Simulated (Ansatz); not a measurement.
The cluster Ru₄⁻, relaxed as a doublet with UKS PBE0-D4/def2-SVPD in Ansatz, starting from the GFN2-xTB geometry. Force threshold 0.02 eV/Å.

In the def2 sets Ru takes a core potential; there is no spin–orbit coupling. The charge -1 doublet is spin-contaminated (final ⟨S²⟩ up to 5.50, 0.75 for a pure state). At PBE0-D4/def2-SVPD a quartet of charge -1 lies 0.37 eV below the doublet, each at its own geometry. The structure comes from a short search, and lower isomers may exist.

Start:

```csv
atom,x (Å),y (Å),z (Å)
Ru1,-1.079,-0.661,0.807
Ru2,-0.349,1.442,-0.225
Ru3,1.303,-0.084,0.741
Ru4,0.125,-0.697,-1.323
```

```tsv
step	energy (eV)	largest force component (eV/Å)	SCF passes
1	-10322.5850	0.771	235
2	-10322.7070	0.744	158
3	-10322.8028	2.561	105
4	-10322.9868	0.858	85
5	-10323.3699	1.372	267
6	-10323.5251	0.487	78
7	-10323.5472	0.498	117
8	-10323.5861	0.145	142
9 (rejected)	-10323.5818	0.268	77
10	-10323.5901	0.030	75
11	-10323.5903	0.008	70
12	-10323.5903	0.003	67
```

Force components are those of the run's own axes.

End:

```xyz
4

Ru   -0.758   -0.952    0.793
Ru   -0.046    1.434   -0.472
Ru    1.246    0.097    1.257
Ru   -0.442   -0.579   -1.578
```

By distances, no bond broke or formed, bridged metal pairs apart. The bond that changes most is Ru3–Ru4, from 2.45 to 3.37 Å (atoms count from 1). Metal–metal contacts that move far: Ru3–Ru4 2.45 to 3.37 Å.

The force fell under the threshold at step 11, but the optimiser went on. No frequencies were taken in this run, so the end may be a saddle point.

Hardware: 4 threads of Arm Neoverse V2 on a shared host. Wall time 3.2 min, peak host memory 0.7 GiB.
